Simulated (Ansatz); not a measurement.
Molecule: C5H11O, charge 0, multiplicity 2. It need not be the lowest isomer of its formula. 
Structure (B3LYP-D3(BJ)/def2-TZVP (Ansatz, a program for electronic structure) minimum search):
```xyz
17

C     -2.7130    -0.1412    -0.3422
C     -1.3211     0.3237     0.0727
C     -0.2113    -0.6270    -0.4207
C      1.1618    -0.2313    -0.0062
C      1.8635     0.9337    -0.6127
O      1.3971    -0.4724     1.3348
H     -2.9316    -1.1321     0.0632
H     -3.4862     0.5422     0.0143
H     -2.7998    -0.2038    -1.4300
H     -1.2592     0.3970     1.1611
H     -1.1361     1.3282    -0.3196
H     -0.2496    -0.6832    -1.5127
H     -0.4190    -1.6331    -0.0424
H      1.5082     1.8960    -0.2087
H      1.7104     0.9557    -1.6922
H      2.9433     0.8911    -0.4333
H      2.2634    -0.1264     1.5762
```
Charge 0, spin multiplicity 2.

Total electronic energies in hartree. Valence correlation only, unless marked. Open shells are spin-unrestricted. No spin-orbit coupling. No relativistic terms. Basis-set limits of correlation are two-point, X^-3; Hartree-Fock from the larger set. [CCSD(T)-MP2]/basis is that difference in the basis named.

```json
[
 {"level": "BLYP-D3(BJ)/def2-TZVPD", "program": "Ansatz + dftd3", "energy (Eh)": "-272.32686"},
 {"level": "B3LYP-D3(BJ)/def2-TZVPD", "program": "Ansatz + dftd3", "energy (Eh)": "-272.46526"},
 {"level": "B3LYP-D4/def2-TZVPD", "program": "Ansatz + dftd4", "energy (Eh)": "-272.46275"},
 {"level": "PBE0-D4/def2-TZVP", "program": "Ansatz + dftd4", "energy (Eh)": "-272.11744"},
 {"level": "r2SCAN0/def2-TZVPD", "program": "Ansatz", "energy (Eh)": "-272.24803"},
 {"level": "CAM-B3LYP-D4/def2-TZVPD", "program": "Ansatz + dftd4", "energy (Eh)": "-272.30273"},
 {"level": "MP2/6-31G", "program": "Ansatz", "energy (Eh)": "-271.01063"},
 {"level": "MP2/cc-pwCVTZ", "program": "Ansatz", "energy (Eh)": "-271.77331"},
 {"level": "RI-MP2/CBS(cc-pVTZ,cc-pVQZ)+[CCSD(T)-MP2]/cc-pVTZ", "program": "Ansatz", "energy (Eh)": "-272.0034"}
]
```

Totals of different functionals don't rank their quality; only differences between species are comparable.
